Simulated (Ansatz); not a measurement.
Basis sets compared for the cluster Li₅H₄. Total charge 0; doublet. Geometry PBE-D4/def2-TZVP. Ansatz on 4 threads of Arm Neoverse V2 on a shared host; times are rough, and most runs start from earlier orbitals.

```xyz
9

Li   -0.612   -1.931    0.400
Li   -0.196   -0.669   -1.937
Li    1.444    1.400   -0.568
Li    1.034    0.112    1.807
Li   -0.799    1.000    0.401
H    -0.136    0.964   -1.314
H    -0.610   -0.516    1.427
H     0.783    1.690    1.047
H    -0.908   -2.050   -1.263
```

B3LYP takes the VWN-RPA correlation. The structure comes from a short search, and lower isomers may exist.

Binding counts from free atoms (Li doublet, H doublet) in the same basis, without a counterpoise term.

| level | functions | energy (Eh) | HOMO (eV) | LUMO (eV) | binding per atom (eV) | wall time |
| --- | --- | --- | --- | --- | --- | --- |
| PBE-D4/def2-SVP | 65 | -39.8702 | -2.47 | -1.57 | 1.83 | 0.8 s |
| PBE-D4/def2-TZVP | 94 | -39.9014 | -2.55 | -1.63 | 1.79 | 0.85 s |
| r2SCAN-D4/def2-TZVP | 94 | -39.9990 | -2.58 | -1.23 | 1.82 | 1.9 s |
| B3LYP-D4/6-31G | 53 | -40.0629 | -2.86 | -1.24 | 1.84 | 1.2 s |
| B3LYP-D4/def2-TZVP | 94 | -40.0925 | -2.87 | -1.25 | 1.87 | 1 s |
| PBE0-D4/def2-SVP | 65 | -39.8996 | -2.96 | -0.99 | 1.82 | 1.2 s |
| PBE0-D4/def2-TZVP | 94 | -39.9291 | -3.07 | -1.04 | 1.78 | 1.6 s |

(1) Estimate the rows for PBE-D4/def2-TZVPD, r2SCAN-D4/def2-TZVPD, PBE0-D4/def2-TZVPD.

## Answers

(1) 
| level | functions | energy (Eh) | HOMO (eV) | LUMO (eV) | binding per atom (eV) | wall time |
| --- | --- | --- | --- | --- | --- | --- |
| PBE-D4/def2-TZVPD | 121 | -39.9061 | -2.51 | -1.63 | 1.81 | 1.5 s |
| r2SCAN-D4/def2-TZVPD | 121 | -40.0043 | -2.52 | -1.18 | 1.83 | 2.4 s |
| PBE0-D4/def2-TZVPD | 121 | -39.9344 | -3.00 | -1.03 | 1.80 | 1.6 s |
